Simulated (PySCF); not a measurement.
PySCF input for CH9HfN3, SMILES [NH2][Hf]([CH3])([NH2])[NH2], multiplicity 1, PBE0-D3(BJ)/def2-SVP. The structure is a stationary point at PBE0-D3(BJ)/def2-SVP. The spin state was assumed, not searched. The def2 effective core potentials stand for the cores of Hf; spin–orbit coupling is left out. Other conformers were not sampled.

```python
import numpy as np
from pyscf import gto, scf, dft, df
from pyscf.hessian import thermo

mol = gto.M(
    atom='''
    Hf    0.00000000   -0.00000000   -0.03738259
    N     1.04914663    1.64126544   -0.64905764
    H     0.84748333    2.58605119   -0.32401830
    H     1.85907536    1.68875146   -1.26233256
    N     0.89680439   -1.72922034   -0.64905747
    H     1.81584445   -2.02696768   -0.32401792
    H     0.53296428   -2.45438218   -1.26233250
    N    -1.94595079    0.08795480   -0.64905793
    H    -2.66332764   -0.55908357   -0.32401856
    H    -2.39203916    0.76563052   -1.26233304
    C    -0.00000027    0.00000012    2.20374699
    H     1.00675416   -0.19060123    2.61944304
    H    -0.66844318   -0.77657413    2.61944287
    H    -0.33831194    0.96717578    2.61944281
    ''',
    basis='def2-SVP',
    ecp={'Hf': 'def2-svp'},
    charge=0,
    spin=0,
    max_memory=1600,
    verbose=3,
)
mf = dft.RKS(mol, xc='pbe0').density_fit(auxbasis='def2-universal-jkfit')
mf.disp = 'd3bj'
mf.grids.level = 3
mf.conv_tol = 1e-11
mf.max_cycle = 100
mf.kernel()

# [left out here: the lines that compute and print the analytic Hessian (its translational invariance restored by hand, since the grid's response is missing), thermochemistry and intensities]
```

Program output:

```
converged SCF energy = -255.503795050001

WARN: DFTD3 does not support analytical Hessian, using finite difference


WARN: Mole.unit (angstrom) is changed to Bohr

Mode                                 0                   1                   2
Irrep
Freq [cm^-1]                      120.4645            130.1602            130.1834
Reduced mass [au]                   3.0070              2.6136              2.6137
Force const [Dyne/A]                0.0257              0.0261              0.0261
Char temp [K]                     173.3216            187.2716            187.3050
Normal mode                   x     y     z       x     y     z       x     y     z
       0  Hf                -0.00  0.00 -0.03    0.02 -0.01 -0.00    0.01  0.02  0.00
       1   N                 0.03  0.03  0.11   -0.09  0.06  0.02    0.04 -0.01 -0.06
       2   H                -0.06  0.02  0.10   -0.12  0.01  0.16    0.13  0.01 -0.05
       3   H                 0.12  0.09  0.23   -0.15  0.19 -0.05   -0.02 -0.06 -0.13
       4   N                 0.01 -0.04  0.11   -0.07 -0.05 -0.06   -0.07 -0.02  0.01
       5   H                 0.04  0.04  0.10   -0.08 -0.15 -0.12   -0.03 -0.02 -0.11
       6   H                 0.02 -0.15  0.23   -0.16  0.02 -0.09   -0.19 -0.05  0.11
       7   N                -0.04  0.01  0.11    0.02  0.02  0.04   -0.00 -0.11  0.05
       8   H                 0.02 -0.06  0.10    0.04 -0.04 -0.04    0.08 -0.15  0.16
       9   H                -0.14  0.06  0.23   -0.00  0.10  0.14   -0.11 -0.20  0.03
      10   C                 0.00 -0.00 -0.04   -0.09  0.09 -0.00   -0.09 -0.09  0.00
      11   H                 0.02  0.07 -0.04   -0.12  0.13  0.11   -0.13 -0.13  0.08
      12   H                 0.06 -0.05 -0.04   -0.13  0.13  0.02   -0.13 -0.13 -0.13
      13   H                -0.07 -0.02 -0.04   -0.13  0.13 -0.12   -0.13 -0.13  0.05
Mode                                 3                   4                   5
Irrep
Freq [cm^-1]                      144.1436            144.1658            148.1383
Reduced mass [au]                   2.7238              2.7238              1.0340
Force const [Dyne/A]                0.0333              0.0334              0.0134
Char temp [K]                     207.3906            207.4224            213.1380
Normal mode                   x     y     z       x     y     z       x     y     z
       0  Hf                 0.01  0.00 -0.00   -0.00  0.01  0.00    0.00  0.00  0.00
       1   N                -0.11  0.05 -0.08   -0.01  0.04  0.06    0.01 -0.01 -0.02
       2   H                -0.26  0.04 -0.15   -0.02  0.01  0.15    0.02 -0.01 -0.03
       3   H                -0.07  0.12 -0.02   -0.01  0.11  0.06    0.01 -0.03 -0.01
       4   N                -0.01 -0.05  0.09   -0.10 -0.05  0.04   -0.02 -0.00 -0.02
       5   H                -0.07 -0.09  0.21   -0.15 -0.18  0.06   -0.02 -0.01 -0.03
       6   H                 0.02 -0.04  0.07   -0.17  0.02 -0.01   -0.03  0.01 -0.01
       7   N                 0.02  0.08 -0.01    0.03 -0.09 -0.10    0.01  0.02 -0.02
       8   H                -0.04  0.14 -0.05    0.08 -0.20 -0.21   -0.00  0.02 -0.03
       9   H                 0.11  0.12 -0.04   -0.01 -0.07 -0.05    0.02  0.03 -0.01
      10   C                 0.00 -0.10 -0.00    0.10  0.00  0.00   -0.00 -0.00  0.01
      11   H                -0.00 -0.16 -0.02    0.15  0.00 -0.12    0.11  0.55  0.01
      12   H                 0.00 -0.16 -0.10    0.15 -0.00  0.08    0.43 -0.37  0.01
      13   H                 0.00 -0.15  0.11    0.16 -0.00  0.05   -0.53 -0.19  0.01
Mode                                 6                   7                   8
Irrep
Freq [cm^-1]                      215.8485            215.9253            287.1242
Reduced mass [au]                   1.0738              1.0736              1.0375
Force const [Dyne/A]                0.0295              0.0295              0.0504
Char temp [K]                     310.5579            310.6684            413.1078
Normal mode                   x     y     z       x     y     z       x     y     z
       0  Hf                 0.00 -0.00  0.00   -0.00 -0.00 -0.00   -0.00 -0.00  0.00
       1   N                 0.01  0.01  0.03   -0.03  0.02  0.02   -0.00 -0.01 -0.02
       2   H                -0.39  0.05 -0.33    0.12 -0.03  0.26   -0.23  0.07 -0.39
       3   H                 0.26  0.05  0.37   -0.17  0.09 -0.17    0.20 -0.10  0.24
       4   N                -0.03 -0.00 -0.03   -0.01 -0.02  0.02   -0.01  0.01 -0.02
       5   H                -0.05 -0.08 -0.06    0.25  0.31 -0.42    0.17  0.17 -0.39
       6   H                -0.10  0.03 -0.04   -0.15 -0.27  0.40   -0.19 -0.12  0.24
       7   N                 0.00 -0.03  0.00    0.01  0.02 -0.04    0.01  0.00 -0.02
       8   H                -0.10  0.28  0.39   -0.11  0.26  0.16    0.06 -0.24 -0.39
       9   H                 0.10 -0.26 -0.33    0.15 -0.07 -0.23   -0.01  0.22  0.24
[...]
       6   H                -0.02  0.01 -0.00    0.46 -0.27  0.08    0.33 -0.19  0.06
       7   N                -0.06  0.00 -0.02   -0.04 -0.00 -0.01    0.05 -0.00  0.01
       8   H                 0.31 -0.24  0.25    0.19 -0.15  0.16   -0.26  0.20 -0.21
       9   H                 0.39  0.22 -0.07    0.25  0.14 -0.04   -0.33 -0.19  0.06
      10   C                 0.00 -0.00 -0.00   -0.00 -0.00  0.00   -0.00  0.00 -0.00
      11   H                 0.00  0.02  0.00   -0.01  0.00  0.01   -0.00  0.00  0.00
      12   H                -0.01  0.00 -0.01    0.01 -0.01 -0.00    0.00  0.00  0.00
      13   H                 0.01 -0.00  0.01    0.02  0.01 -0.01    0.00 -0.00  0.00
Mode                                27                  28                  29
Irrep
Freq [cm^-1]                     3013.6584           3111.2155           3111.2205
Reduced mass [au]                   1.0363              1.0991              1.0991
Force const [Dyne/A]                5.5451              6.2683              6.2683
Char temp [K]                    4335.9835           4476.3464           4476.3535
Normal mode                   x     y     z       x     y     z       x     y     z
       0  Hf                 0.00  0.00 -0.00   -0.00  0.00 -0.00   -0.00 -0.00 -0.00
       1   N                -0.00 -0.00 -0.00    0.00 -0.00 -0.00    0.00  0.00  0.00
       2   H                -0.00  0.00  0.00   -0.00  0.00  0.00   -0.00  0.00 -0.00
       3   H                 0.00 -0.00 -0.00   -0.00 -0.00 -0.00   -0.00  0.00  0.00
       4   N                -0.00  0.00 -0.00    0.00 -0.00  0.00    0.00  0.00 -0.00
       5   H                 0.00 -0.00  0.00    0.00 -0.00 -0.00   -0.00 -0.00 -0.00
       6   H                -0.00 -0.00 -0.00    0.00 -0.00  0.00   -0.00 -0.00  0.00
       7   N                 0.00  0.00 -0.00    0.00 -0.00 -0.00    0.00  0.00 -0.00
       8   H                -0.00 -0.00  0.00    0.00  0.00  0.00    0.00 -0.00  0.00
       9   H                -0.00  0.00 -0.00    0.00  0.00  0.00    0.00  0.00 -0.00
      10   C                 0.00 -0.00  0.05   -0.04  0.08  0.00   -0.08 -0.04  0.00
      11   H                -0.52  0.10 -0.19    0.42 -0.07  0.18    0.56 -0.12  0.24
      12   H                 0.35  0.40 -0.19   -0.20 -0.20  0.12    0.42  0.50 -0.27
      13   H                 0.18 -0.50 -0.19    0.23 -0.67 -0.30   -0.05  0.07  0.03
Mode                                30                  31                  32
Irrep
Freq [cm^-1]                     3563.0088           3563.2035           3565.0489
Reduced mass [au]                   1.0522              1.0522              1.0530
Force const [Dyne/A]                7.8704              7.8713              7.8854
Char temp [K]                    5126.3763           5126.6565           5129.3116
Normal mode                   x     y     z       x     y     z       x     y     z
       0  Hf                -0.00  0.00  0.00   -0.00 -0.00  0.00   -0.00 -0.00 -0.00
       1   N                 0.00  0.00  0.00    0.02  0.04 -0.01   -0.01 -0.03  0.00
       2   H                 0.00 -0.01 -0.00    0.14 -0.60 -0.22   -0.09  0.40  0.14
       3   H                -0.00  0.00  0.00   -0.38 -0.00  0.29    0.25  0.00 -0.19
       4   N                 0.02 -0.03 -0.01   -0.01  0.02  0.00   -0.02  0.03  0.00
       5   H                -0.50  0.15 -0.18    0.28 -0.08  0.10    0.42 -0.12  0.15
       6   H                 0.16  0.28  0.25   -0.09 -0.16 -0.14   -0.13 -0.23 -0.21
       7   N                 0.04  0.01  0.00    0.02  0.00  0.00    0.03  0.00  0.00
       8   H                -0.38 -0.36  0.18   -0.20 -0.19  0.10   -0.32 -0.30  0.15
       9   H                -0.16  0.28 -0.25   -0.09  0.15 -0.14   -0.13  0.23 -0.21
      10   C                 0.00  0.00  0.00   -0.00  0.00  0.00   -0.00  0.00 -0.00
      11   H                -0.00  0.00 -0.00    0.00  0.00 -0.00    0.00 -0.00  0.00
      12   H                -0.00 -0.00 -0.00   -0.00 -0.00  0.00   -0.00 -0.00  0.00
      13   H                 0.00  0.00  0.00    0.00 -0.00 -0.00   -0.00  0.00  0.00
Mode                                33                  34                  35
Irrep
Freq [cm^-1]                     3658.5233           3658.5299           3658.7913
Reduced mass [au]                   1.0911              1.0911              1.0911
Force const [Dyne/A]                8.6048              8.6048              8.6060
Char temp [K]                    5263.8005           5263.8099           5264.1861
Normal mode                   x     y     z       x     y     z       x     y     z
       0  Hf                 0.00 -0.00  0.00   -0.00 -0.00 -0.00    0.00  0.00 -0.00
       1   N                 0.02 -0.01 -0.02    0.04 -0.03 -0.03    0.03 -0.02 -0.03
       2   H                -0.03  0.18  0.06   -0.08  0.39  0.13   -0.06  0.30  0.10
       3   H                -0.21 -0.01  0.16   -0.46 -0.03  0.35   -0.35 -0.02  0.27
       4   N                 0.05  0.02  0.04    0.00  0.00  0.00   -0.03 -0.02 -0.03
       5   H                -0.42  0.14 -0.14   -0.03  0.01 -0.01    0.28 -0.10  0.10
       6   H                -0.22 -0.46 -0.38   -0.02 -0.03 -0.03    0.15  0.31  0.26
       7   N                 0.00  0.03 -0.02   -0.00 -0.04  0.03    0.00  0.04 -0.03
       8   H                -0.19 -0.16  0.08    0.27  0.23 -0.11   -0.24 -0.21  0.10
       9   H                 0.16 -0.23  0.21   -0.23  0.34 -0.31    0.21 -0.31  0.28
      10   C                -0.00  0.00  0.00    0.00  0.00 -0.00   -0.00  0.00 -0.00
      11   H                -0.00 -0.00 -0.00   -0.00  0.00 -0.00    0.00 -0.00  0.00
      12   H                -0.00 -0.00  0.00   -0.00 -0.00 -0.00   -0.00 -0.00  0.00
      13   H                 0.00 -0.00 -0.00   -0.00  0.00  0.00   -0.00  0.00  0.00
temperature 298.1500 [K]
pressure 101325.00 [Pa]
Rotational constants [GHz] 2.47622 2.47569 2.47569
Symmetry number 3
Zero-point energy (ZPE) 0.10744 [Eh]   282080.278 [J/mol]
                           tot       elec      trans        rot        vib
Entropy [J/mol/K]       410.210      0.000    177.181    105.721    127.308
Cv [J/mol/K]            159.053      0.000     12.472     12.472    134.110
Cp [J/mol/K]            167.368      0.000     20.786     12.472    134.110
Internal energy [J/mol]                      3718.434   3718.434 303520.654
Internal energy [Eh]   -255.38536  -255.50380
Enthalpy [J/mol]                             6197.391   3718.434 303520.654
Enthalpy [Eh]          -255.38441
Gibbs free energy [J/mol]                  -46629.187 -27802.309 265563.842
Gibbs free energy [Eh] -255.43100
mode   freq/cm-1   IR/(km/mol)
   1      120.46         0.014
   2      130.16         0.338
   3      130.18         0.339
   4      144.14         0.137
   5      144.17         0.136
   6      148.14         0.011
   7      215.85         2.911
   8      215.93         2.915
   9      287.12        25.021
  10      426.22         0.797
  11      451.83        13.326
  12      451.88        13.369
  13      469.09       130.579
  14      481.24        82.726
  15      481.26        82.704
  16      502.77       257.967
  17      523.14         3.021
  18      523.15         3.028
  19      628.36       171.898
  20      628.38       171.828
  21      633.61        46.922
  22     1176.39        20.535
  23     1409.43         3.404
  24     1409.45         3.408
  25     1508.01        56.085
  26     1508.01        56.079
  27     1508.57         6.851
  28     3013.66         2.692
  29     3111.22        15.320
  30     3111.22        15.322
  31     3563.01        54.990
  32     3563.20        55.158
  33     3565.05         8.733
  34     3658.52        20.547
  35     3658.53        20.522
  36     3658.79        27.440
max |gradient| / (hartree/bohr): 4.66578160082769e-05
APT charges: [ 1.9772 -0.8497  0.1726  0.1686 -0.8497  0.1724  0.1686 -0.8497  0.1726
  0.1686 -0.4266 -0.0083 -0.0083 -0.0083]
```

The run converged.

Cost: roughly 7 core-minutes.
